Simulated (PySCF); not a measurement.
## C₆ coefficients of unlike pairs at HSE06

Calculated with PySCF 2.14 from the dipole response of each species, C₆(A,B) = (3/π) ∫ α_A(iu) α_B(iu) du, in atomic units, from isotropic polarisabilities. For ions this is the dispersion term alone; charge-induced terms of lower order in 1/R come first.

```
species           configuration                                                                                              basis      relativity  α (bohr³)  C₆ (like pair)
    Zn⁺      [Ar] 3d10 4s1 (2S)                                                                          def2-QZVPPD (11s6p5d4f2g)            none      18.77           78.67
    Mn⁺       [Ar] 3d5 4s1 (7S)                                                                        aug-cc-pVTZ-DK (8s7p5d3f2g)   spin-free X2C      28.77           149.5
     Se  [Ar] 3d10 4s2 4p4 (3P)  aug-cc-pVQZ-PP with one added diffuse shell each of s, p, d, f, g type with ECP10MDF (8s7p6d4f3g)  core potential      26.90           223.6
```

(1) Estimate C₆ for Se with Mn⁺.

No spin-orbit coupling is included.

The other pairs:

```
    pair     C₆
 Se, Zn⁺  131.2
Mn⁺, Zn⁺  107.9
```

## Answers

(1) The integral gives 178.5. The combination rule 2 C_A C_B / (C_A α_B/α_A + C_B α_A/α_B) gives 176.4 and the geometric mean 182.8.
